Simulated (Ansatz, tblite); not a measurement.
Cost and result up the ladder for the cluster Ag₂F⁺ (the lowest singlet isomer of a short search) (3 atoms). Total charge 1; singlet. Geometry: r2SCAN-D4/def2-TZVP.

```xyz
3

Ag    1.927    0.697    0.415
Ag   -1.928   -0.693   -0.416
F     0.001   -0.004    0.001
```

Ansatz on 4 threads of Intel Xeon Platinum 8259CL on a shared host; xTB runs through tblite on one thread. Times are rough, summed over both states, and most runs start from the orbitals of an earlier one. ωB97X-V/def2-TZVP serves as the yardstick here, not as an exact answer. The other state is a quintet at its own geometry.

In the def2 sets Ag takes a core potential; there is no spin–orbit coupling. The xTB rows come from tblite. Correlated methods freeze 1 core orbital; core or outer-core shells of Ag are correlated, in sets that lack core-valence functions. At PBE0-D4/def2-TZVP a singlet of charge 1 lies 8.05 eV below the quintet, each at its own geometry. The structure comes from a short search, and lower isomers may exist.

Correlated methods converge slowly with the basis.

xTB has no spin-polarisation term.

```tsv
level	functions	quintet − singlet (eV)	difference from ωB97X-V/def2-TZVP (eV)
r2SCAN0-D4/def2-TZVP	111	7.96	-0.72
CAM-B3LYP-D4/def2-TZVP	111	8.13	-0.55
r2SCAN-D4/def2-TZVP	111	7.37	-1.32
PBE0-D4/def2-TZVP	111	8.05	-0.63
GFN1-xTB	22	5.97	-2.72
LDA (SPW92)/def2-TZVP	111	7.27	-1.41
RPA@PBE/def2-TZVP	111	7.46	-1.22
revPBE-D4/def2-TZVP	111	7.30	-1.38
GFN2-xTB	22	8.00	-0.68
PBE-D4/def2-TZVP (with forces)	111	7.27	-1.42
ωB97X-V/def2-TZVP	111	8.68	0.00
```

**Question.** Estimate how long each takes.

**Answer.** GFN1-xTB 0.009 s; GFN2-xTB 0.011 s; LDA (SPW92)/def2-TZVP 1.3 s; revPBE-D4/def2-TZVP 2.1 s; PBE-D4/def2-TZVP (with forces) 2.3 s; RPA@PBE/def2-TZVP 3.7 s; r2SCAN-D4/def2-TZVP 4.1 s; PBE0-D4/def2-TZVP 5.2 s; CAM-B3LYP-D4/def2-TZVP 5.2 s; r2SCAN0-D4/def2-TZVP 8 s; ωB97X-V/def2-TZVP 17 s. On shared hardware such times vary by a factor of up to 3.
